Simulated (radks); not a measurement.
The numbers below are computed, except where a source is named.
Is Cl- bound? Neutral atom [Ne] 3s2 3p5, anion [Ar]. Scalar-relativistic spherical Kohn-Sham, a radial shooting solver on a logarithmic mesh with Libxc functionals; with spin, open shells are filled with parallel spins first. "No" means that the self-consistent cycle ended without a solution in which all occupied levels of the anion are bound.

method,e(HOMO) neutral (eV),anion bound,e(HOMO) anion (eV),"EA, Delta-SCF (eV)",<r> HOMO anion (bohr)
"BLYP, spin-polarised",3p down -8.003,no,-,-,-
"LDA (Slater exchange, Perdew-Wang correlation), spin-polarised",3p down -8.276,no,-,-,-

A bound anion was found by 0 of 2 methods. Tabulated electron affinity: 3.613 eV (CRC Handbook (2014) and Andersen, Phys. Rep. 394, 157 (2004), with later updates, as tabulated in mendeleev).
